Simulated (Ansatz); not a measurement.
C₂H₆O₃W (`C[O][W]([CH3])(=[O])=[O]`). The species carries charge 0 and has multiplicity 1. W: def2 effective core potential. The geometry is a stationary point of PBE0-D4/def2-TZVP. It is one conformer, not always the lowest.

```xyz
12

C    -0.076    0.793    2.248
O     0.320    0.246    1.016
W     0.276    0.447   -0.829
C    -0.150   -1.427   -1.709
O     1.778    0.930   -1.484
O    -0.948    1.503   -1.372
H    -1.001    1.364    2.142
H    -0.236   -0.024    2.955
H     0.713    1.444    2.631
H    -0.172   -1.339   -2.797
H    -1.125   -1.787   -1.368
H     0.622   -2.150   -1.433
```

Q: What is the dipole moment at B3LYP/def2-TZVPP? (Best estimate.)

A: Computed: 4.25 D, with components (-1.10, -2.22, 3.45) D in this frame, pointing from negative to positive charge.

Q: And with PBE, r2SCAN, ωB97M-V? (An estimate is asked.)

A: The calculation gave: PBE 4.08 D, r2SCAN 4.20 D, ωB97M-V 4.24 D.

Q: Give the Mulliken charges with B3LYP, r2SCAN, ωB97M-V in def2-TZVPP. (Best estimate.)

A: The calculation gave: 
```tsv
atom	B3LYP	r2SCAN	ωB97M-V
C1	-0.11	0.02	-0.16
O2	-0.41	-0.41	-0.40
W3	1.12	1.14	1.12
C4	-0.47	-0.42	-0.56
O5	-0.42	-0.42	-0.41
O6	-0.42	-0.41	-0.40
H7	0.12	0.08	0.13
H8	0.12	0.07	0.13
H9	0.12	0.08	0.13
H10	0.12	0.10	0.15
H11	0.11	0.09	0.13
H12	0.12	0.09	0.14
```

B3LYP here is the variant with VWN-RPA as its local correlation; programs differ in this.
